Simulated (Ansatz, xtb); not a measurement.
CH5AlSe: 3 structures ranked

3 gas-phase structures of CH5AlSe, found in a search over its isomers (lower ones may exist). Each was relaxed with GFN2-xTB; where two conformers were screened, the lower at r2SCAN-D4/def2-SVP is listed:

A. `C[Se][AlH2]`, a singlet
B. `[CH2]1[AlH2-][SeH+]1`, a singlet
C. `[CH3][AlH][SeH]`, a singlet

Question: Make a reasoned guess at their ranking by r2SCAN-D4/def2-SVP single-point energy.

Answer: Calculated order at r2SCAN-D4/def2-SVP: C (0.000), A (1.060), B (1.667) eV.

Energies above the lowest of each column, in eV; the last columns are at PBE0-D3(BJ)/def2-SVP geometries and were run for some of them only (a dash: not run or not comparable):

```csv
structure,GFN2-xTB,HF/STO-3G,r2SCAN-D4/def2-SVP,PBE0-D3(BJ)/def2-SVP,CCSD(T)/def2-TZVP
C,0.055,0.000,0.000,0.000,0.000
A,0.000,0.798,1.060,0.612,0.555
B,1.188,2.182,1.667,–,–
```

CCSD(T)/def2-TZVP puts C lowest of those it was run on; GFN2-xTB picks A. Flexible structures stand in one conformer each, not always the lowest. Frequencies (PBE0-D3(BJ)/def2-SVP) were run for A, C alone.

Programs: Ansatz 0.2.0, xtb 6.7.1.
